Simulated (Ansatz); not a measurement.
Relaxation of ClFH₅HfNOSi (11 atoms, charge 0, multiplicity 1), to a largest force component of 0.02 eV/Å in at most 40 steps.

Theory: RKS PBE/def2-SVP in Ansatz.

```xyz
11
Properties=species:S:1:pos:R:3
Hf 0.000 0.000 0.000
O 0.000 0.000 2.070
Si -1.315 -0.407 3.034
H -2.239 -1.240 2.270
H -0.851 -1.143 4.206
H -1.999 0.809 3.463
N 2.084 0.000 -0.736
H 2.582 -0.918 -0.917
H 2.585 0.918 -0.908
Cl -1.187 2.056 -0.839
F -0.933 -1.616 -0.659
```

Task: Where does it end, and by what steps?

Result: The forces met the threshold. The force dipped under the threshold on the way, but the program's further checks kept it going. After 14 steps the energy has fallen by 0.996 eV; H9 moved furthest, 1.42 Å.

```
step  energy less start (eV)  largest force component (eV/Å)  accepted
   0                  0.0000                           2.477       yes
   1                 -0.6872                           1.623       yes
   2                 -0.8186                           0.449       yes
   3                 -0.8516                           0.252       yes
   4                 -0.8797                           0.522       yes
   5                 -0.8960                           0.695       yes
   6                 -0.9146                           0.746       yes
   7                 -0.9622                           0.292       yes
   8                 -0.9701                           0.258       yes
   9                 -0.9817                           0.535       yes
  10                 -0.9894                           0.256       yes
  11                 -0.9947                           0.110       yes
  12                 -0.9956                           0.022       yes
  13                 -0.9959                           0.004       yes
  14                 -0.9961                           0.019       yes
```

```xyz
11
Properties=species:S:1:pos:R:3
Hf -0.151 -0.098 -0.357
O -0.683 -0.231 1.509
Si -1.262 -0.356 3.085
H -2.469 -1.252 3.111
H -0.186 -0.939 3.960
H -1.632 1.009 3.592
N 1.873 -0.007 -0.378
H 2.470 -0.269 -1.171
H 2.477 0.326 0.383
Cl -1.051 1.891 -1.318
F -0.656 -1.613 -1.433
```

Whether the end is a true minimum wasn't checked by a vibrational analysis.

The run took 30 s on 4 threads of AMD EPYC 7R43 64-Core Processor (Zen 3), with other jobs on the host, peak memory 0.26 GiB.
